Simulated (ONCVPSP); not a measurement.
What the settings do to the ONCV potential of neon (Ne)

Base potential:

| Item | Value |
| --- | --- |
| Element | Ne (Z = 10) |
| Generator | ONCVPSP 4.0.1 |
| Type | optimised norm-conserving Vanderbilt (ONCV) |
| Functional | PBE |
| Relativity | non-relativistic |
| Frozen core | [He] |
| Valence charge | 8 |
| Reference configuration | 2s2 2p5.5 (charge +0.5) |
| Partial waves | 2s: rc 0.50 bohr, ncon 3, nbas 8, qcut 10.9 1/bohr, local; 2p: rc 1.30 bohr, ncon 4, nbas 8, qcut 13.2 1/bohr, 2 projectors, debl 2.9 Ha; d scattering state at 0.06 Ha: rc 1.25 bohr, ncon 4, nbas 7, qcut 6.5 1/bohr, 1 projector |
| Local potential | the s channel |
| Core correction | Teter function, fcfact 5.5, rcfact 1.35 |

Cutoffs, loose and tight: the cutoffs (Ha) at which the residual kinetic energy of the hardest occupied pseudo-wave falls to 1 and 0.1 mHa per electron. They do not see the model core or the augmentation charge, which bear on the density cutoff. Test errors are all-electron minus pseudo excitation energies from the reference, over the configurations 2s2 2p6; 2s2 2p5; 2s2 2p4; 2s2 2p3. A dash means not determined; rows that change the core or the reference have their own tests.

| change | outcome | cutoff, loose | cutoff, tight | bound ghosts | GHOST(+) flags above zero | largest test error (meV) |
| --- | --- | --- | --- | --- | --- | --- |
| base | generated | 102 Ha | 353 Ha | none | none | +582 |
| functional LDA (Perdew-Wang 92) | generated | 99 Ha | 333 Ha | none | none | +590 |
| s: nproj 1; local potential polynomial inside 0.50 bohr (lpopt 2, dvloc0 3 Ha) | generated | 102 Ha | 353 Ha | none | none | +588 |
| core correction Teter function, fcfact 5.5, rcfact 2 | generated | 102 Ha | 353 Ha | none | none | +544 |
| d: nbas 9 | generated | 102 Ha | 353 Ha | none | none | +582 |
| p: qcut 8.1 | generated | 102 Ha | 353 Ha | none | none | +1399 |
| s: qcut 13.2; p: qcut 16; d: qcut 7.9 | generated | 72 Ha | 197 Ha | none | none | +376 |
| d: rc 1.8 | generated | 102 Ha | 353 Ha | none | none | +582 |
| p: rc 0.9 | generated | 102 Ha | 353 Ha | none | none | +184 |
| all radii but the core radius scaled by about 0.85 (s 0.42, p 1.10, d 1.06 bohr) | generated | 1131 Ha | 1336 Ha | none | none | +356 |

Question: What comes out with this change to the base: reference 2s2 2p6?

Answer: outcome: generated; cutoff, loose: 99 Ha; cutoff, tight: 340 Ha; bound ghosts: none; GHOST(+) flags above zero: none; largest test error (meV): +678.

Question: What comes out with this change to the base: s: ncon 4, nbas 9?

Answer: outcome: generated; cutoff, loose: 107 Ha; cutoff, tight: 441 Ha; bound ghosts: none; GHOST(+) flags above zero: none; largest test error (meV): +582.
